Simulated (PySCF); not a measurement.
diboron tetrafluoride cation (B2F4), SMILES FB(B(F)F)F (connectivity only; charge and spin as stated), charge +1, multiplicity 2.

Coordinates come from a PBE0-D3(BJ)/def2-SVP optimisation. The multiplicity is an assumed one; other spin states were not compared. Other conformers were not sampled.

Two levels are set side by side: PBE/def2-TZVP (PySCF) and PBE0/def2-TZVP (PySCF). Same geometry, gas phase. Differences are taken from unrounded values.

```json
[
 {"quantity": "α-spin orbital gap (eV)", "PBE0": "9.17"},
 {"quantity": "β-spin orbital gap (eV)", "PBE0": "7.69"},
 {"quantity": "mean polarisability (bohr³)", "PBE0": "26.3"}
]
```

Problem. What does PBE give, and how far is it from PBE0? (An estimate is asked for; the answer gives what the named calculation found.)

Solution. 
```tsv
quantity	PBE	PBE minus PBE0
α-spin orbital gap (eV)	6.35	-2.83
β-spin orbital gap (eV)	4.73	-2.95
mean polarisability (bohr³)	28.3	2.0
```

PBE's more diffuse valence density responds more strongly to a field. Differences between two approximate levels are no errors against the true value.

Rough cost on one machine, each run with all the roots and properties that it gave: PBE0 against PBE within a factor of 2.
